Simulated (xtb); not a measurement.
B(F)(Me)(SMe) (C₂H₆BFS), SMILES CSB(C)F. All values are semi-empirical tight-binding results from xtb (GFN2-xTB unless named), good for trends rather than for accurate numbers. Coordinates come from a GFN2-xTB optimisation. Other conformers were not sampled.

A frequency run showed that this geometry is not a minimum.

```json
{
  "orbital_gap": "4.40 eV",
  "static polarisability (D4 model)": "59.7 bohr³",
  "solvation energy, GFN2-xTB/ALPB(water)": "-1.8 kcal/mol",
  "solvation energy, GFN2-xTB/ALPB(ch2cl2)": "-5.7 kcal/mol"
}
```
